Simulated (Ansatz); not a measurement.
Job for Ansatz (a quantum-chemistry and plane-wave program): R-wB97X-V/def2-TZVPP on C2H6OSi (SMILES CO[Si]C), a point of a torsion scan.

Ansatz 0.2 input:
```yaml
crystal:
  periodic: [false, false, false]
  atoms:
    - {symbol: C, position_ang: [1.91328195, -0.32349516, -0.06476635]}
    - {symbol: O, position_ang: [0.99852222, 0.71388145, 0.00063445]}
    - {symbol: Si, position_ang: [1.23848138, 2.33660533, -0.16476210]}
    - {symbol: C, position_ang: [-0.58904639, 2.82996793, 0.10389444]}
    - {symbol: H, position_ang: [2.92712594, 0.04045876, -0.25570636]}
    - {symbol: H, position_ang: [1.62677478, -1.00820718, -0.86792403]}
    - {symbol: H, position_ang: [1.90732475, -0.87095159, 0.88194828]}
    - {symbol: H, position_ang: [-1.25186542, 1.96949750, 0.19568837]}
    - {symbol: H, position_ang: [-0.94303056, 3.44500691, -0.72200969]}
    - {symbol: H, position_ang: [-0.69169898, 3.43278121, 1.00516141]}
basis:
  gaussian:
    orbitals: def2-TZVPP
hamiltonian:
  xc: {name: wB97X-V}
scf: {lower_state_search: off}
```

Problem. Give the final energy of this run.

Solution. -444.5065 hartree.

Problem. How many basis functions does it have, and what does it roughly cost on one machine?

Solution. 219 functions; around 9 core-seconds (rough).
